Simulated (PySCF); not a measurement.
## RuI₂: map over both bonds

Computed with UPBE0/[Ru def2-SVP with ECP28, I def2-SVP with ECP28], scalar-relativistic core potentials, density fitting, no spin–orbit coupling, PySCF.

Rigid scan from the quintet minimum (Ru–I 2.575 Å (×2); I–Ru–I 180.0°). Coordinate: rows scale the first bond (Ru–I), columns the second (Ru–I). Energies in kJ/mol from the minimum.

```csv
scale \ scale,0.94,0.97,1.00,1.04,1.09,1.15
0.94,33.1,20.0,15.6,19.5,34.7,61.7
0.97,20.0,7.4,?,?,23.7,51.4
1.00,15.6,3.5,0.0,4.9,21.2,49.4
1.04,19.5,7.9,4.9,?,?,55.9
1.09,34.7,23.7,21.2,27.3,44.7,?
1.15,61.7,51.4,49.4,55.9,74.0,103.8
```

Task: Fill in the five missing cells, row by row.

Result: 3.5, 7.9, 10.4, 27.3, 74.0.

Open d and f shells are described by one determinant, and the ground state may have another occupation or spin. No spin–orbit coupling is included, which matters more the heavier the element.

Other isomers or separated fragments may lie lower.

The scan took 78 s on 2 threads of a shared Intel Xeon 6975P-C (Granite Rapids) host; the process peaked at 0.77 GiB. Launch command: `OMP_NUM_THREADS=2 python axn.py task.json out`.
